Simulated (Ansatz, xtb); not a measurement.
## Ligand exchange: MgHF + SnH3(SH) → MgH(SH) + SnH3F

Species: MgHF `[F][MgH]`, singlet; SnH3(SH), singlet; MgH(SH), singlet; SnH3F `[F][SnH3]`, singlet. The partners trade F for SH: Mg–F and Sn–SH bonds give way to Mg–SH and Sn–F.

Shapes, held fixed at every level: PBE0-D4/def2-TZVP. Programs: Ansatz 0.2.0, xtb 6.7.1. The zero-point and thermal change to 298 K, harmonic and unscaled (PBE0-D4/def2-TZVP), is -2.0 kJ/mol.

```
             level                    kind  ΔH(298 K) (kJ/mol)  less CCSD(T)/def2-TZVPP
          GFN0-xTB          semi-empirical              +217.5                   +165.3
PBE0-D4/def2-TZVPP           global hybrid               +51.4                     -0.8
wB97X-V/def2-TZVPP  range-separated hybrid               +47.8                     -4.4
 B2PLYP/def2-TZVPP           double hybrid               +51.3                     -0.9
      MP2/def2-SVP     perturbation theory               +62.1                     +9.9
    MP2/def2-TZVPP     perturbation theory               +58.7                     +6.5
  CCSD(T)/def2-SVP   coupled cluster or CI               +60.3                     +8.1
     CCSD/def2-SVP   coupled cluster or CI               +60.3                     +8.1
CCSD(T)/def2-TZVPP   coupled cluster or CI               +52.2                      0.0
```

The highest level, CCSD(T)/def2-TZVPP, gives ΔH(298 K) = +52.2 kJ/mol; the levels span +47.8 to +217.5. GFN0-xTB strays far from the other rows. The column of differences is taken from that level and isn't an error. No measured value is set beside it here. For atoms past krypton def2 sets carry core potentials with scalar relativity. Outer-core shells of Mg, Sn are correlated, in sets that cover them unevenly.
